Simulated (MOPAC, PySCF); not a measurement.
C2H3FGe, SMILES `C=[CH][Ge][F]` (lower singlet; C–C–Ge–F torsion 180°), neutral singlet in the gas phase. This singlet lies 2.07 eV below the relaxed triplet at the level B3LYP-D3(BJ)/def2-TZVP (PySCF).

Cartesian coordinates (Å):
SMILES: [Ge]([F])[CH]=C
```xyz
7

C     -1.1476    -0.3174    -0.1976
C      0.0290     0.0592     0.3115
Ge     1.5605     0.2327    -0.9276
F      2.7542     0.7315     0.2941
H     -1.2684    -0.5241    -1.2592
H     -2.0447    -0.4402     0.4021
H      0.1170     0.2583     1.3766
```
Charge 0, multiplicity 1.

All levels are single points at this geometry (B3LYP-D3(BJ)/def2-TZVP); Pople sets use spherical d functions. Orbital energies aren't observables, and empty levels follow the basis.

| level | HOMO (eV) | LUMO (eV) | gap (eV) | dipole (D) | vertical IE, Delta-SCF (eV) |
|---|---|---|---|---|---|
| B3LYP-D3(BJ)/def2-TZVP in PySCF | -6.84 | -2.79 | 4.05 | 2.57 | – |
| B3LYP/3-21G in PySCF | -6.37 | -2.38 | 3.99 | 2.02 | – |
| B3LYP/6-311+G** (LANL2DZ on Ge) in PySCF | -6.92 | -2.92 | 4.00 | 2.98 | – |
| B3LYP/LANL2DZ in PySCF | -6.76 | -2.77 | 3.99 | 2.99 | – |
| BP86/6-31G* in PySCF | -5.75 | -3.26 | 2.49 | 2.27 | – |
| SVWN5/6-31G* in PySCF | -5.76 | -3.37 | 2.39 | 2.34 | 9.04 |
| HF/3-21G in PySCF | -9.27 | 0.77 | 10.03 | 2.68 | – |
| HF/6-31G* in PySCF | -9.45 | 0.67 | 10.12 | 2.83 | – |
| HF/STO-3G in PySCF | -6.46 | 4.59 | 11.05 | 0.84 | – |
| AM1 in MOPAC | -8.59 | -1.27 | 7.32 | 1.69 | – |
| PM3 in MOPAC | -9.45 | -3.00 | 6.45 | 3.82 | – |
| PM6 in MOPAC | -8.72 | -1.13 | 7.59 | 3.06 | – |
| PM7 in MOPAC | -8.89 | -1.42 | 7.47 | 3.92 | – |
